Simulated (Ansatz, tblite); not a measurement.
Cost and result up the ladder for (HZn-mu-Cl)2 (Zn₂H₂Cl₂) (6 atoms). Charge 0, multiplicity 1. Geometry: r2SCAN-D4/def2-SVP.

Cartesian coordinates in Å:
```
Zn -0.038 0.581 -1.511
H -0.072 1.128 -2.938
Cl -0.713 -1.419 -0.527
Zn 0.038 -0.581 1.511
H 0.075 -1.129 2.937
Cl 0.710 1.420 0.528
```

Ansatz on 4 threads of Arm Neoverse V2 on a shared host; xTB runs through tblite on one thread. Times are rough, summed over both states, and most runs start from the orbitals of an earlier one. PBE0-D4/def2-TZVP serves as the yardstick here, not as an exact answer. The other state is a doublet.

The xTB rows come from tblite.

Raw xTB energies of ions are shifted by several eV.

| level | functions | vertical IE (eV) | difference from PBE0-D4/def2-TZVP (eV) |
| --- | --- | --- | --- |
| r2SCAN-D4/def2-TZVP (with forces) | 182 | 10.10 | -0.23 |
| PBE-D4/def2-TZVP | 182 | 9.90 | -0.44 |
| PBE0-D4/def2-TZVP | 182 | 10.34 | 0.00 |
| GFN2-xTB | 28 | 14.69 | 4.35 |
| GFN1-xTB | 30 | 14.60 | 4.26 |

(1) Estimate how long each takes.

## Answers

(1) GFN2-xTB 0.005 s; GFN1-xTB 0.006 s; PBE-D4/def2-TZVP 5.7 s; PBE0-D4/def2-TZVP 10 s; r2SCAN-D4/def2-TZVP (with forces) 16 s. On shared hardware such times vary by a factor of up to 3.
